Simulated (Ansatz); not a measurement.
`CO[SiH2]Cl` and `CO[SiH2]S[SiH3]` differ in one atom or group.

Ansatz, PBE0-D4/def2-TZVP geometries, multiplicity 1. Each molecule was computed in one conformer, which needn't be the lowest.

```
                                      property  `CO[SiH2]Cl`
       HOMO–LUMO gap (ωB97M-V/def2-TZVPP) / eV         13.20
         HOMO energy (ωB97M-V/def2-TZVPP) / eV        -10.98
          HOMO–LUMO gap (PBE0/def2-TZVPP) / eV          9.15
           LUMO energy (B3LYP/def2-TZVPP) / eV          0.28
             LUMO energy (PBE/def2-TZVPP) / eV         -0.40
zero-point energy (PBE0-D4/def2-TZVP) / kJ/mol         161.7
```

**Question.** What does the change do to each property? (An estimate is asked.)

**Answer.** The calculation gave: 
```json
{"property": "HOMO–LUMO gap (ωB97M-V/def2-TZVPP) / eV", "`CO[SiH2]S[SiH3]`": "11.48", "shift": "-1.72"}
{"property": "HOMO energy (ωB97M-V/def2-TZVPP) / eV", "`CO[SiH2]S[SiH3]`": "-9.81", "shift": "1.17"}
{"property": "HOMO–LUMO gap (PBE0/def2-TZVPP) / eV", "`CO[SiH2]S[SiH3]`": "7.57", "shift": "-1.58"}
{"property": "LUMO energy (B3LYP/def2-TZVPP) / eV", "`CO[SiH2]S[SiH3]`": "-0.25", "shift": "-0.53"}
{"property": "LUMO energy (PBE/def2-TZVPP) / eV", "`CO[SiH2]S[SiH3]`": "-0.93", "shift": "-0.53"}
{"property": "zero-point energy (PBE0-D4/def2-TZVP) / kJ/mol", "`CO[SiH2]S[SiH3]`": "230.2", "shift": "68.5"}
```

With PBE0 the HOMO rises by 1.02 eV and the LUMO falls by 0.56 eV, so the gap narrows by about 1.58 eV. PBE moves the HOMO by 0.70 eV and ωB97M-V by 1.17 eV. The zero-point energy changes by 68.5 kJ/mol with +12 modes.

B3LYP here is the variant with VWN-RPA as its local correlation; programs differ in this.
